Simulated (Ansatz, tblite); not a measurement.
Forces on PbSe₂⁺ at its r2SCAN-D4/def2-TZVP geometry. Total charge 1; doublet.

In the def2 sets Pb takes a core potential; there is no spin–orbit coupling. The xTB rows come from tblite. At PBE-D4/def2-TZVP the gap within one spin of the charge 1 doublet nearly closes, so an electron or hole may be smeared out by delocalisation error. Another isomer (doublet) lies 2.60 eV lower at PBE0-D4/def2-TZVP; other spin states weren't run for this one.

GFN1-xTB (tblite), largest force 0.74 eV/Å:

```xyz
3
positions Å, forces eV/Å
Pb    0.000    0.000    0.000    0.000    0.001    0.001
Se   -1.100    1.726    1.256   -0.338    0.531    0.386
Se    1.100   -1.726   -1.256    0.339   -0.531   -0.387
```

GFN2-xTB (tblite), largest force 0.50 eV/Å:

```
Pb 0.000 0.000 0.000
Se -0.230 0.361 0.262
Se 0.230 -0.361 -0.263
```

PBE-D4/def2-TZVP (Ansatz), largest force 0.35 eV/Å:

```
Pb 0.000 0.001 0.000
Se -0.162 0.254 0.185
Se 0.162 -0.255 -0.185
```
